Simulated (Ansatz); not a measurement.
## Two structures, one formula

The two ends of one reaction step of GaNH6O2, singlet (PBE0-D4/def2-TZVP).

A:

```
10
angstrom
Ga -0.7052 -0.1985 0.3859
N 1.0953 0.8640 0.0862
O 0.1591 -1.7393 0.8245
O -1.1683 -0.1697 -1.3789
H 1.2431 1.7334 0.5836
H -1.5389 0.5708 1.4639
H 1.8256 0.2037 0.3330
H 1.1308 1.0399 -0.9129
H 0.0242 -2.4209 0.1638
H -2.0658 0.1167 -1.5492
```

B:

```
10
angstrom
Ga -0.1195 -0.4969 -0.4114
N 1.3509 0.5772 -0.4285
O -0.2223 -1.9914 0.5465
O -1.6084 -0.1234 -1.3087
H -0.7428 1.2178 1.7819
H -1.3742 0.8231 1.8573
H 2.2431 0.2223 -0.1254
H 1.4721 1.2612 -1.1574
H 0.5686 -2.1844 1.0524
H -1.5676 0.6945 -1.8069
```

Computed with Ansatz 0.2.0 (basis: def2-TZVPP); correlated methods freeze the cores. Filled d shells of the heavier atoms are correlated. The def2 sets are not built for correlating such inner shells, so the correlated values are less sure here. B3LYP uses VWN-RPA correlation.

Task: Which structure is lower at CCSD(T), and by how much? (To be estimated.)

Result: By the calculation: A, by 21.47 kcal/mol (electronic energy, against the other). By their contacts, A is GaNH₆O₂ ([NH3][GaH]([OH])[OH]) and B is a complex of GaNH₄O₂ ([NH2][Ga]([OH])[OH]) + H₂.

All methods give the same order:

| method | E(B) − E(A) (kcal/mol) |
| --- | --- |
| SPW92 | 26.46 |
| PBE-D4 | 21.20 |
| BLYP-D4 | 19.42 |
| r2SCAN-D4 | 22.31 |
| B97M-V | 24.58 |
| PBE0-D4 | 22.97 |
| B3LYP-D4 | 21.26 |
| r2SCAN0-D4 | 23.51 |
| BHLYP-D4 | 23.31 |
| CAM-B3LYP-D4 | 22.66 |
| wB97X-V | 22.20 |
| wB97M-V | 22.46 |
| B2PLYP | 20.73 |
| PBE-QIDH | 22.83 |
| RPA on PBE | 20.54 |
| HF | 22.53 |
| MP2 | 20.05 |
| CCSD | 21.94 |
| CCSD(T) | 21.47 |

The T1 diagnostic stays at or below 0.014.

Labels in which every atom is bracketed show which atoms are joined, not bond orders.

For scale, one of the runs: CCSD(T)/def2-TZVPP, 225 basis functions, launched by `ansatz run in.yaml --threads 4 --pin off --events-out ev --progress --plain --max-ram 9574MiB`. Time: 2 min of wall clock on 4 CPU threads of an Arm Neoverse V1; the host was shared. Peak host memory: 3.9 GiB.
